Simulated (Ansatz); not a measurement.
Stepwise reaction of `[SiH3]C[SiH2]Cl` with ammonia, as a gas-phase model of exchange steps in deposition or etching. ΔE in kJ/mol.

Calculated with Ansatz (gas phase, PBE0-D4/def2-TZVP geometries, no zero-point term in ΔE). CBS: MP2 limit from def2 TZ/QZ plus the TZ coupled-cluster correction, frozen cores. This one scheme is used for every species. DFT in def2-TZVPP. B3LYP here is the variant with VWN-RPA as its local correlation; programs differ in this. Each species was taken in one conformer, which may not be the lowest.

```
step                                              reaction  PBE-D4  B3LYP-D4  ωB97M-V  CCSD(T)/CBS
   2  `N[SiH2]C[SiH2]Cl` + NH₃ → `N[SiH2]C[SiH](N)Cl` + H₂   -59.1     -61.0    -61.0        -57.4
```

Give the row of step 1, `[SiH3]C[SiH2]Cl` + NH₃ → `N[SiH2]C[SiH2]Cl` + H₂. (An estimate is asked.)

The calculation gave: 
| step | reaction | PBE-D4 | B3LYP-D4 | ωB97M-V | CCSD(T)/CBS |
| --- | --- | --- | --- | --- | --- |
| 1 | `[SiH3]C[SiH2]Cl` + NH₃ → `N[SiH2]C[SiH2]Cl` + H₂ | -24.4 | -27.8 | -29.1 | -28.3 |

By hand: ΔE of the 2 steps together at CCSD(T)/CBS.

(-28.3) + (-57.4) = -85.7 kJ/mol, or -42.9 kJ/mol a step.

In ΔE each step is lower than the one before. All are downhill at CCSD(T)/CBS. PBE-D4 differs from CCSD(T)/CBS by -1.7 to 3.9 kJ/mol a step. Isolated molecules leave out the surface, adducts and barriers. Largest T1 diagnostic: 0.010.
